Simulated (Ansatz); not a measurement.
System: AlI2, net charge 0, doublet state. It need not be the lowest isomer of its formula. 
Structure (B3LYP-D3(BJ)/def2-TZVP (Ansatz, a first-principles code) minimum search):
SMILES: [I][Al][I]
```xyz
3

Al     1.0265     0.3329     0.3098
I     -0.2746     1.6652    -1.3782
I      0.0228    -1.7469     1.3022
```
Charge 0, spin multiplicity 2.

Basis-set convergence of Hartree-Fock and MP2 correlation energies (hartree) with Ansatz. Valence correlation only, unless marked. UHF or UKS for open shells. Spin-orbit coupling is left out. Frozen are the shells of the preceding noble gas and the d and f shells that filled before the atom's block. Past Kr the def2 sets carry scalar-relativistic core potentials.

| basis | functions | E(HF) | E(corr, MP2) |
|---|---|---|---|
| def2-SVP | 70 | -835.24971 | -0.22955 |
| def2-TZVPP | 142 | (withheld) | (withheld) |

Question: Some entries are withheld; supply them.

Answer: 
- def2-TZVPP, E(HF): -835.35390
- def2-TZVPP, E(corr, MP2): -0.31915
